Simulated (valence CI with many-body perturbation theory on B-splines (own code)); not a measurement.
# O²⁺: calculated level list

Method: configuration interaction combined with many-body perturbation theory (CI+MBPT): four valence electrons over a frozen Dirac-Fock core [He], radial functions for each j: 11 s, 11 p, 10 d, 8 f, 5 g, 2 h, with the one-electron correlation potential Σ1 (screened to all orders), the two-electron term Σ2, the three-electron term Σ3, Breit, model QED; selected single and double excitations, second order for the rest, scaled by the run's own slope (own B-spline code, finite nucleus).

Against 32 measured levels this calculation errs by 133 cm⁻¹ on average and by 418 at most. These come from a selection out of Moore, Selected Tables of Atomic Spectra, NSRDS-NBS 3, section 11. Levels without a partner in it may be off by more. Among the levels kept, up to 2100 cm⁻¹ of a level comes from second order outside the variational space, and about a tenth of that is noise between levels of different J, which matters for small intervals.

Levels 136 to 180 of 246, with energies above the lowest level, 2s²2p² ³P_0. "Leading %" is the weight of the configuration and term that name the level; weights of strongly mixed levels are sums over their largest components and can fall short. Lifetimes count E1, E2, E3, M1 and M2 decay at the calculated energies, and are blank where another channel may lead or the interval is too uncertain; long ones can be off by a factor of two.

```tsv
No.	Configuration	Term	J	E (cm⁻¹)	Leading %	Second component	Lifetime
136	2s²2p5p	¹S	0	399921	89		4.33 ns
137	2s2p²3d	³P	2	400204	94		116 ps
138	2s2p²3d	³P	1	400307	94		116 ps
139	2s2p²3d	³P	0	400342	94		116 ps
140	2s2p²3d	³F	2	401272	96		108 ps
141	2s2p²3d	³F	3	401377	96		108 ps
142	2s²2p5d	³F°	2	401436	72	20 % 2s²2p5d ¹D°	1.26 ns
143	2s2p²3d	³F	4	401507	96		108 ps
144	2s²2p5d	³F°	3	401603	90		2.19 ns
145	2s²2p5d	¹D°	2	401708	69	19 % 2s²2p5d ³F°	479 ps
146	2s²2p5d	³F°	4	401806	93		3.38 ns
147	2s²2p5d	³D°	1	402255	85	7 % 2s²2p5d ³P°	229 ps
148	2s²2p5d	³D°	2	402318	72	16 % 2s²2p5d ³P°	246 ps
149	2s²2p5d	³D°	3	402433	90		226 ps
150	2s²2p5d	³P°	2	402660	74	18 % 2s²2p5d ³D°	325 ps
151	2s²2p5d	³P°	1	402716	85	7 % 2s²2p5d ³D°	347 ps
152	2s²2p5d	³P°	0	402719	93		364 ps
153	2s²2p5f	¹F	3	403149	56	20 % 2s²2p5f ³F	1.51 ns
154	2s²2p5f	³F	2	403172	78	9 % 2s²2p5f ¹D	1.62 ns
155	2s²2p5f	³F	3	403184	48	31 % 2s²2p5f ³G	1.56 ns
156	2s²2p5f	³F	4	403205	61	21 % 2s²2p5f ³G	1.61 ns
157	2s²2p5d	¹F°	3	403312	91		179 ps
158	2s²2p5g	³G°	5	403387	42	28 % 2s²2p5g ³H°	2.88 ns
159	2s²2p5g	³F°	4	403393	34	33 % 2s²2p5g ³G°	2.86 ns
160	2s²2p5g	³H°	4	403404	52	23 % 2s²2p5g ¹G°	2.87 ns
161	2s²2p5g	³G°	3	403408	60	19 % 2s²2p5g ¹F°	2.85 ns
162	2s²2p5d	¹P°	1	403465	90		295 ps
163	2s²2p5f	³G	3	403523	59	19 % 2s²2p5f ¹F	1.52 ns
164	2s²2p5f	³G	4	403548	49	32 % 2s²2p5f ³F	1.57 ns
165	2s²2p5f	³D	3	403663	78	10 % 2s²2p5f ³F	1.44 ns
166	2s²2p5f	³G	5	403675	93		1.51 ns
167	2s²2p5f	¹D	2	403681	40	38 % 2s²2p5f ³D	1.57 ns
168	2s²2p5g	³G°	5	403729	52	23 % 2s²2p5g ³H°	2.87 ns
169	2s²2p5f	¹G	4	403742	69	24 % 2s²2p5f ³G	1.68 ns
170	2s²2p5g	³H°	4	403746	42	29 % 2s²2p5g ¹G°	2.86 ns
171	2s²2p5g	³F°	4	403788	60	19 % 2s²2p5g ³G°	2.89 ns
172	2s²2p5g	¹F°	3	403802	34	34 % 2s²2p5g ³G°	2.88 ns
173	2s²2p5f	³D	2	403806	49	43 % 2s²2p5f ¹D	1.53 ns
174	2s²2p5f	³D	1	403810	93		1.41 ns
175	2s²2p5g	³H°	6	403815	94		2.90 ns
176	2s²2p5g	¹H°	5	403824	51	42 % 2s²2p5g ³H°	2.91 ns
177	2s²2p5g	³F°	3	403884	53	40 % 2s²2p5g ¹F°	2.91 ns
178	2s²2p5g	³F°	2	403884	94		2.92 ns
179	2s2p²3s	¹D	2	404609	77	9 % 2s²2p5p ¹D	430 ps
180	2s2p²3d	³D	1	405678	95		110 ps
```

Names give the largest LS component (configuration and term), which can be under half, so a name can repeat, a term be missing and a line seem to break the LS rules; names also repeat where a configuration has a term twice.

Where two levels of one J and parity lie close, their mixing, g and order are uncertain.
